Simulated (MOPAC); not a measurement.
Input for MOPAC: PM3 on CH4Si (SMILES C[SiH]), a point of a torsion scan.

```
PM3 1SCF PRECISE CHARGE=0 THREADS=1
CH4Si

C     -0.54812637 1     0.04337017 1    -0.00897849 1
Si     1.23729557 1     0.74674023 1    -0.03939507 1
H     -0.68344970 1    -0.67655223 1    -0.81538086 1
H     -1.33204246 1     0.79567881 1    -0.10684390 1
H     -0.72660356 1    -0.49516375 1     0.92100277 1
H      0.92234209 1     2.19694387 1    -0.23237922 1
```

Output:

```
*******************************************************************************
 **                                                                           **
 **                              MOPAC v23.2.5                                **
 **                                                                           **
 *******************************************************************************
 ** MOPAC's Digital Object Identifier: https://doi.org/10.5281/zenodo.6511958 **
 **                                                                           **
 ** Please cite the open-source release paper for use of this MOPAC version:  **
 ** J. E. Moussa and J. J. P. Stewart (2026)                                  **
 ** MOPAC: An open-source semiempirical molecular orbital program             **
 ** J. Open Source Softw., 11(119), 8025, https://doi.org/10.21105/joss.08025 **
 *******************************************************************************

                              PM3 CALCULATION RESULTS

 *******************************************************************************
 *  PM3        - The PM3 Hamiltonian to be used
 *
 *
 *
 *                 CHARGE ON SYSTEM = 0
 *
 *
 *
 *  PRECISE    - TIGHTER CRITERIA TO BE USED
 *  1SCF       - DO 1 SCF AND THEN STOP
 *  THREADS=1  - MULTI-THREADING NOT USED
 *  T=         - A TIME OF 172800.0 SECONDS REQUESTED
 *  DUMP=N     - RESTART FILE WRITTEN EVERY 7200.0 SECONDS REQUESTED
 *******************************************************************************
PM3 1SCF PRECISE CHARGE=0 THREADS=1
 CH4Si

   ATOM   CHEMICAL          X               Y               Z
  NUMBER   SYMBOL      (ANGSTROMS)     (ANGSTROMS)     (ANGSTROMS)

     1       C         -0.54812637  *   0.04337017  *  -0.00897849  *
     2      Si          1.23729557  *   0.74674023  *  -0.03939507  *
     3       H         -0.68344970  *  -0.67655223  *  -0.81538086  *
     4       H         -1.33204246  *   0.79567881  *  -0.10684390  *
     5       H         -0.72660356  *  -0.49516375  *   0.92100277  *
     6       H          0.92234209  *   2.19694387  *  -0.23237922  *



          CARTESIAN COORDINATES

    NO.       ATOM           X           Y           Z

     1         C         -0.5481      0.0434     -0.0090
     2        Si          1.2373      0.7467     -0.0394
     3         H         -0.6834     -0.6766     -0.8154
     4         H         -1.3320      0.7957     -0.1068
     5         H         -0.7266     -0.4952      0.9210
     6         H          0.9223      2.1969     -0.2324

  H: (PM3): J. J. P. STEWART, J. COMP. CHEM. 10, 209 (1989).
  C: (PM3): J. J. P. STEWART, J. COMP. CHEM. 10, 209 (1989).
 Si: (PM3): J. J. P. STEWART, J. COMP. CHEM. 10, 209 (1989).

           Empirical Formula: C H4 Si  =     6 atoms



      MOLECULAR POINT GROUP   :   Cs


      RHF CALCULATION, NO. OF DOUBLY OCCUPIED LEVELS = 6


 -------------------------------------------------------------------------------
 PM3 1SCF PRECISE CHARGE=0 THREADS=1
 CH4Si



     1SCF WAS SPECIFIED, SO BFGS WAS NOT USED
     SCF FIELD WAS ACHIEVED


                              PM3 CALCULATION
                                                       MOPAC v23.2.5 Linux




          FINAL HEAT OF FORMATION =         50.34209 KCAL/MOL =     210.63132 KJ/MOL


          COSMO AREA              =         94.89 SQUARE ANGSTROMS
          COSMO VOLUME            =         82.08 CUBIC ANGSTROMS

          IONIZATION POTENTIAL    =          7.908826 EV
          HOMO LUMO ENERGIES (EV) =         -7.909 -2.119
          NO. OF FILLED LEVELS    =          6
          MOLECULAR WEIGHT        =         44.1281         POINT GROUP:  Cs

          MOLECULAR DIMENSIONS (Angstroms)

            Atom       Atom       Distance
            H     6    H     5     3.36106
           Si     2    H     4     2.27438
            H     5    H     3     1.66315


          SCF CALCULATIONS        =          1





   ATOM   CHEMICAL          X               Y               Z
  NUMBER   SYMBOL      (ANGSTROMS)     (ANGSTROMS)     (ANGSTROMS)

     1       C         -0.54812637  *   0.04337017  *  -0.00897849  *
     2      Si          1.23729557  *   0.74674023  *  -0.03939507  *
     3       H         -0.68344970  *  -0.67655223  *  -0.81538086  *
     4       H         -1.33204246  *   0.79567881  *  -0.10684390  *
     5       H         -0.72660356  *  -0.49516375  *   0.92100277  *
     6       H          0.92234209  *   2.19694387  *  -0.23237922  *

                             CARTESIAN COORDINATES

   1    C       -0.548126370     0.043370170    -0.008978490
   2   Si        1.237295570     0.746740230    -0.039395070
   3    H       -0.683449700    -0.676552230    -0.815380860
   4    H       -1.332042460     0.795678810    -0.106843900
   5    H       -0.726603560    -0.495163750     0.921002770
   6    H        0.922342090     2.196943870    -0.232379220


           Empirical Formula: C H4 Si  =     6 atoms



      MOLECULAR POINT GROUP   :   Cs


                  EIGENVALUES
 -28.90332 -14.33707 -13.70853 -13.38995 -10.66405  -7.90883  -2.11942   1.46934
   2.14663   4.40685   4.43360   4.56631


              NET ATOMIC CHARGES AND DIPOLE CONTRIBUTIONS

  ATOM NO.   TYPE          CHARGE      No. of ELECS.   s-Pop       p-Pop
    1          C          -0.372267        4.3723     1.17276     3.19950
    2         Si           0.414060        3.5859     1.74827     1.83767
    3          H           0.069223        0.9308     0.93078
    4          H           0.045921        0.9541     0.95408
    5          H           0.068808        0.9312     0.93119
    6          H          -0.225744        1.2257     1.22574
 DIPOLE           X         Y         Z       TOTAL
 POINT-CHG.     1.680    -1.188     0.199     2.067
 HYBRID        -3.381     1.329    -0.278     3.643
 SUM           -1.701     0.141    -0.079     1.709


          ATOMIC ORBITAL ELECTRON POPULATIONS

     Atom    s        px        py        pz
    1  C   1.17276   1.14074   1.04881   1.00996
    2 Si   1.74827   0.92103   0.82854   0.08810
    3  H   0.93078
    4  H   0.95408
    5  H   0.93119
    6  H   1.22574

 **********************
 *                    *
 * JOB ENDED NORMALLY *
 *                    *
 **********************




 == MOPAC DONE ==
```

The run finished.

Cost: about 0.010 core-seconds (a rough figure).
